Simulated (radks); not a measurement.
Excited configurations of Kr II: one electron is placed in a higher orbital outside [Ar] 3d10 4s2 4p4. The ground configuration is [Ar] 3d10 4s2 4p5. Calculated with a radial shooting solver on a logarithmic mesh with Libxc functionals: scalar-relativistic Kohn-Sham, PBE, spin-polarised, spherical densities, point nucleus; open shells are filled with parallel spins first. Excitation = E - E(ground); binding = E(ion) - E, where the ion is the core of charge +2; n* = 2/sqrt(2 binding) in atomic units, and the quantum defect is n - n*.

outer orbital  excitation (eV)  binding (eV)     n*  <r> (bohr)
4d                      15.242         9.135  2.441       3.221
5d                      19.666         4.711  3.399       7.702
5f                      21.880         2.497  4.669       14.15
7p                      21.640         2.737  4.459       15.40
7d                      22.367         2.009  5.204       20.28
7f                      23.035         1.342  6.369       29.73

The Delta-SCF ionisation energy is 24.377 eV (NIST Atomic Spectra Database: 24.360 eV, measured). Self-interaction in the functional shifts the binding energies and quantum defects, so they are the method's values and not measured ones. Open shells are spherical and high-spin; term and fine-structure splittings are not resolved.
